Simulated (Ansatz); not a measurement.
Species: C4H6OSi, charge 0, multiplicity 1. 
Structure (B3LYP-D3(BJ)/def2-TZVP (Ansatz, a first-principles code) minimum search):
SMILES: c1cocc1[SiH3]
```xyz
12

Si     2.0658     0.1328     0.1515
C      0.2200     0.0320     0.0262
C     -0.7780     0.9562     0.5119
C     -1.9845     0.4444     0.1778
O     -1.8291    -0.7375    -0.4846
C     -0.4924    -0.9667    -0.5648
H      2.6520    -1.0607    -0.5016
H      2.5757     1.3540    -0.5162
H      2.4986     0.1753     1.5685
H     -0.6037     1.8788     1.0399
H     -2.9982     0.7719     0.3256
H     -0.2028    -1.8735    -1.0668
```

Basis-set convergence of Hartree-Fock and CCSD correlation energies (hartree) with Ansatz. Correlated levels leave the core frozen unless marked. Spin-orbit coupling is left out. No relativistic terms.

The Hartree-Fock reference is unstable (checked in the largest basis), which strains HF and MP2. 

```tsv
basis	functions	E(HF)	E(corr, CCSD)
cc-pV(D+d)Z	123	-518.74886	-0.85343
cc-pV(T+d)Z	273	-518.82435	-1.02338
cc-pV(Q+d)Z	519	-518.84339	-1.07889
```

Extrapolating the two largest sets (X = 3 and 4) as X^-3: E(corr) = (64·(-1.07889) - 27·(-1.02338))/37 = -1.1194 Eh, an estimate of the basis-set limit. The largest set recovers 96.4 % of it, the smallest 76.2 %.
